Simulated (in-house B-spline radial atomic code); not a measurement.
## Sr: [Kr] 5s2

Method: Dirac-Kohn-Sham HSE06, spherical fractional occupations, Fermi nucleus of rms radius 4.224 fm. Calculated with a B-spline radial code for spherical atoms.

Screening seen three ways: the hydrogenic charge with the same mean radius, Z_r = [3n² - l(l+1)]/(2<r>), the one with the same energy, Z_e = n√(-2ε), and Slater's rules. Values are occupation-weighted means over j. An effective charge above Z reflects the relativistic contraction of the inner shells.

```csv
shell,electrons,ε (eV),<r> (bohr),Z_r,Z_e,Slater
1s,2,-16000,0.03915,38.31,34.29,37.70
2s,2,-2183,0.172,34.87,25.33,33.85
2p,6,-1938.7,0.1503,33.28,23.87,33.85
3s,2,-345.14,0.4909,27.50,15.11,26.75
3p,6,-265.52,0.4976,25.12,13.25,26.75
3d,10,-133.73,0.4979,21.09,9.41,16.85
4s,2,-43.728,1.359,17.66,7.17,10.25
4p,6,-24.367,1.568,14.67,5.35,10.25
5s,2,-3.7215,4.348,8.62,2.61,2.85
```

The least bound orbital is 5s1/2 at -3.721 eV, and it is also the most diffuse (<r> = 4.348 bohr).

Spin-orbit splittings of the orbital energies (j = l + 1/2 above j = l - 1/2 when positive): 2p 68.54 eV, 3p 10.62 eV, 3d 1.851 eV, 4p 1.185 eV.

For the 1s electron the small component carries 1.91 % of the norm, the zero-frequency Breit interaction raises the level by 28.09 eV, self-energy by 15.06 eV, and vacuum polarisation lowers it by 1.624 eV.
